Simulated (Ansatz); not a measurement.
`C[B]([SiH3])[GaH2]` + `N=[C](O)[GaH2]` → `O/[C]([GaH2])=N/[SiH3]` + `C[BH][GaH2]`  (cleavage of the Si–B bond)

Computed with Ansatz on PBE0-D4/def2-TZVP structures; ΔE is electronic, products minus reactants. CCSD(T)/CBS is the MP2 limit (def2-TZVPP, def2-QZVPP) plus CCSD(T) − MP2 in def2-TZVPP, frozen cores. Functionals use def2-TZVPP. B3LYP here is the variant with VWN-RPA as its local correlation; programs differ in this. For Ga outer-core shells are correlated without core-valence functions, which leaves a few kJ/mol of doubt a bond. Scalar relativity is left out up to krypton. One conformer a species, not always the lowest.

`C[B]([SiH3])[GaH2]`:

```xyz
12

C     0.857    1.009    1.098
B     0.140   -0.046    0.198
Si   -1.493    0.527   -0.852
Ga    0.826   -1.974   -0.139
H     0.208    1.781    1.520
H     1.516    0.619    1.876
H     1.516    1.533    0.382
H    -2.358   -0.608   -1.283
H    -0.990    1.186   -2.096
H    -2.351    1.512   -0.130
H     0.327   -3.183    0.744
H     1.802   -2.355   -1.318
```

`N=[C](O)[GaH2]`:

Cartesian coordinates in Å:
```
N -0.166 1.315 -0.895
C 0.209 0.518 0.017
O 1.071 0.961 0.954
Ga -0.360 -1.387 0.223
H -0.811 0.869 -1.540
H 1.262 1.889 0.738
H -1.355 -1.874 -0.887
H 0.149 -2.292 1.390
```

`O/[C]([GaH2])=N/[SiH3]`:

Z-matrix (Å, degrees):
```
Si
N 1 1.714
H 1 1.482 2 113.7
H 1 1.482 2 113.7 3 127.5
H 1 1.541 2 106.7 3 -116.3
C 2 1.277 1 113.9 3 116.3
Ga 6 2.024 2 122.3 1 0.0
O 6 1.337 2 120.0 1 -180.0
H 7 1.564 6 118.0 2 -94.7
H 7 1.564 6 118.0 2 94.6
H 8 0.973 6 107.1 2 -0.0
```

`C[BH][GaH2]`:

Cartesian coordinates in Å:
```
C 1.005 0.890 -0.510
B -0.107 0.411 0.468
Ga -1.110 -1.407 0.381
H 1.759 1.526 -0.038
H 0.465 1.557 -1.205
H 1.493 0.129 -1.121
H -0.451 1.199 1.313
H -2.399 -1.634 -0.502
H -0.654 -2.670 1.213
```

```csv
level,ΔE (kcal/mol),difference from CCSD(T)/CBS
PBE-D4,-14.1,3.1
r2SCAN-D4,-17.2,0.0
PBE0-D4,-15.5,1.7
B3LYP-D4,-16.6,0.6
ωB97M-V,-17.9,-0.7
PBE,-13.7,3.5
r2SCAN,-17.1,0.1
PBE0,-15.2,2.0
HF/def2-TZVPP,-18.7,-1.5
SCS-MP2/def2-TZVPP,-18.7,-1.5
CCSD(T)/def2-TZVPP,-17.1,0.1
HF/def2-QZVPP,-18.9,-1.7
SCS-MP2/def2-QZVPP,-18.7,-1.5
HF/CBS(def2),-18.9,-1.7
MP2/CBS(def2),-19.2,-2.0
CCSD/CBS(def2),-17.1,0.1
CCSD(T)/CBS,-17.2,0
```

Largest T1 diagnostic among the species: 0.015.

From PBE to PBE0 (25 % exact exchange), in def2-TZVPP and without D4, ΔE moves by −1.5 kcal/mol.

CCSD(T)/CBS has its own doubt, a few kJ/mol and more with outer-core shells, so smaller differences from it don't rank the levels.
